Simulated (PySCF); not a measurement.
# Removal energies of Pd from EOM-IP-GCCSD

Reference: closed-shell Pd, [Kr] 4d10; one electron is removed. Calculated with PySCF 2.14, two-component X2C-1e with screened spin-orbit coupling, x2c-TZVPPall-2c with one added diffuse shell each of s, p, d, f type (9s10p8d3f1g, 109 functions); frozen [Ar] 3d10; the 6 highest virtual spinors dropped; of the others 108 kept and the rest restored at second order. No Breit or QED terms. Binding energies in eV.

```
level  Koopmans  second order  EOM-CCSD   NIST
4p1/2    68.600        44.129    59.017    n/a
4p3/2    63.832        46.575    55.724    n/a
4d3/2     9.285         5.951     8.261  8.776
4d5/2     8.702         5.634     7.794  8.337
```

In EOM-CCSD the overlap with the one-orbital guess is low for 4p1/2 (weight 0.66), 4p3/2 (weight 0.75), 4d5/2 (weight 0.83). That can mean mixing with two-hole, one-particle states, where second order and EOM-CCSD lose accuracy, or only a rotation among the degenerate components of the shell; the terms of those configurations are not listed.

Only part of the computed levels is shown.

Gaps of this size point to the basis (9s10p8d3f1g), which has few functions of high l to correlate and polarise the inner shells.

Where second order misses EOM-CCSD by more than 1 eV, it overshoots the relaxation and correlation of that hole or particle, which higher orders damp.
